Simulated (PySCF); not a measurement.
## Structure elucidation problem

An unknown has the formula C5H12N2. Its calculated NMR data are:

¹H NMR (600 MHz, computed): δ 5.98 (q, 1H), 3.49 (q, 2H), 3.24 (s, 3H), 1.90 (d, 3H), 1.11 (t, 3H).

¹³C{¹H} NMR (computed): δ 118.5, 48.5, 47.6, 17.7, 11.6.

- NMR shieldings at PBE0/pcSseg-1/GIAO
- structure optimised with GFN2-xTB
- code: PySCF 2.14
- one averaged value for each set of equivalent atoms, non-relativistic, in vacuum, one computed conformer

Referencing at the same level of theory: ¹H (σref 31.72), ¹³C (σref 186.93) against TMS.

Question: What is the structure?

Answer: 
The formula gives 1 degree of unsaturation (no ring in the answer). 5 carbon signals for 5 carbons: no two carbons are equivalent. Carbon types of the structure: 1 × CH, 1 × CH2, 3 × CH3, which accounts for all hydrogens. δC 118.5: C=N carbon. δC 48.5: sp3 CH2 bonded to N; deshielded by the electronegative neighbour. δC 47.6: methyl carbon bonded to N; the inductive effect lowers its shielding. δC 17.7, 11.6: methyl carbon; a saturated carbon with 1 carbon neighbour and no heteroatom attached. δH 3.49: hydrogen on an sp3 CH2 bonded to N; its carbon carries N, an electronegative neighbour. δH 3.24: hydrogen on a methyl carbon bonded to N; its carbon carries N, an electronegative neighbour. δH 1.90, 1.11: hydrogen on a methyl carbon.

These data were computed for `C/C=N\N(C)CC`.

This is the structure that produced the data.

Shifts are as computed. Against solution values, carbons near 30 ppm lie about +3 ppm off and those near 130 ppm about +5 ppm. Of 1211 compounds with measured shifts, 218 miss one by over three times the rms of a fit or turn the order of signals round; such compounds aren't used in these exercises. Multiplicities follow the n + 1 count of equivalent neighbours, as no J values were calculated; m marks all less simple cases, F and P coupling included.
